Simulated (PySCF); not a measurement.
**Frontier orbitals and the lowest excitations**

Compound: C4HF5.
Geometry (GFN2-xTB, Å), atoms numbered from 1 in this order:
```
atom  x, y, z in Å
F1     2.0584    0.4571   -1.5135
C2     1.3206    0.3989   -0.4459
C3     0.9660    0.8584    0.7219
C4     0.2552   -0.3702    0.2251
F5     0.5517   -1.5892    0.7880
C6    -1.1987   -0.3427   -0.2207
F7    -1.4818    0.8445   -0.7784
F8    -1.4775   -1.2800   -1.1283
F9    -2.0479   -0.5090    0.7960
H10    1.0629    1.5367    1.5333
```

Computed with TDDFT B3LYP/def2-SVPD, vertical, gas phase, core orbitals frozen in the response (PySCF).

Frontier orbitals with the atoms that hold most of them (Löwdin shares over 4%, at most four atoms; ? is withheld):

```csv
orbital,ε (eV),atoms
LUMO+2,0.76,"H10 43%, C3 27%, F1 7%, F5 5%"
LUMO+1,-0.09,"C2 34%, F1 20%, C3 16%, C4 11%"
LUMO,-1.06,?
HOMO,-9.03,"C3 34%, C2 27%, F1 12%, C4 8%"
HOMO-1,-9.53,?
HOMO-2,-10.48,"F5 32%, C3 18%, C4 12%, C2 9%"
HOMO-3,-11.81,"F9 34%, F8 34%, F7 32%"
```

Q: Which atoms hold the HOMO-1, and with what shares?

A: F5 (bonded to C) 27%; C4 (bonded to 3 C and F) 26%; C2 (bonded to 2 C and F) 16%; C3 (bonded to 2 C and H) 13%. By element: carbon 55% or more, fluorine 27% or more.

Q: Which atoms hold the LUMO, and with what shares?

A: C3 (bonded to 2 C and H) 37%; C2 (bonded to 2 C and F) 33%; F1 (bonded to C) 10%; H10 (bonded to C) 8%. By element: carbon 70% or more, fluorine 10% or more, hydrogen 8%.

Q: The HOMO–LUMO gap is 7.97 eV. Where does the response calculation put the lowest singlet, and from which orbitals?

A: S1 is at 6.99 eV (f = 0.0047), 0.99 eV below the gap, made of HOMO-1→LUMO (85%), HOMO→LUMO (12%). Its leading pair isn't HOMO and LUMO; the energies of that pair differ by 8.47 eV. 

Q: One configuration dominates each of S1, S3 and S5. Which, and how do the shares of the two leading atoms of either orbital change from the occupied to the empty one?

A: 
- S1 (6.99 eV, f 0.0047), HOMO-1→LUMO (85%): F5 27% → at most 9%, C4 26% → at most 9%, C3 13% → 37%, C2 16% → 33%
- S3 (7.84 eV, f 0.024), HOMO→LUMO+1 (80%): C3 34% → 16%, C2 27% → 34%, F1 12% → 20%
- S5 (8.48 eV, f 0.045), HOMO-1→LUMO+1 (85%): F5 27% → at most 11%, C4 26% → 11%, C2 16% → 34%, F1 at most 14% → 20%

Löwdin shares depend on the basis, the more so with diffuse functions.

Time: 75 s (grids of density and orbitals included); peak memory 0.82 GiB. Hardware: one thread, Arm Neoverse N1 (aarch64), shared host with 64 logical CPUs at a one-minute load of 64.
